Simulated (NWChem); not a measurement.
Molecule: C4H6; SMILES C(CC)#C

Program: NWChem. Pople sets run with spherical d functions. The geometry was optimised at PBE0/def2-SVP. Level: PBE/6-31G* with SMD (1 M gas to 1 M solution), gas-phase geometry.

Q: Among these, which solvent gives the highest value of “solvation free energy (kcal/mol)”?
A) chlorobenzene
B) 1-propanol
C) 1-octanol
D) water

A: D, water. Values: chlorobenzene -4.3; 1-propanol -3.2; 1-octanol -2.7; water -0.2
